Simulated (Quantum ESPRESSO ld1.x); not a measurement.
Coherent X-ray form factor from a spherical all-electron density. All-electron calculation, Dirac Kohn-Sham, LDA (Slater exchange, VWN5 correlation), spin-unpolarised, spherical densities, point nucleus. Program: ld1.x of Quantum ESPRESSO 7.5.

sin(theta)/lambda (1/angstrom),f0 (electrons)
0.05,47.517
0.1,46.149
0.15,44.101
0.2,41.636
0.25,38.995
0.3,36.357
0.4,31.492
0.5,27.430
0.6,24.205
0.8,19.802
1,16.994
1.25,14.222
1.5,11.723
2,7.942

The species is in the configuration that NIST lists as its ground one. Which atom or ion scatters so?

Answer. The tellurium ion Te4+, [Kr] 4d10 5s2. Extrapolating in s^2 from the first two rows gives f0(0) = 48.0, near the electron count 48; among species with that count, the fall with angle is slower the higher Z, and the table is that of Z = 52; from so few rows the species is fixed only to a neighbour or two.
